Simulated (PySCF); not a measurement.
Correlation energy of Ar⁺ (argon, charge +1)

[Ne] 3s2 3p5, 2P determinant. Computed with PySCF 2.14 in dyall-acv3z, with the non-relativistic Hamiltonian (point nucleus). Frozen: [Ne]; 7 electrons correlated; the 31 highest virtual orbitals of each spin left out.

```tsv
level	correlation energy (mhartree)
CCSD	-198.87
(T)	-6.03
CCSD(T)	-204.90
```

Diagnostics: T1 = 0.0067, D1 = 0.0225, largest double amplitude 0.042.

Cost of the coupled-cluster step: about 11 core-seconds, for 7 correlated electrons.
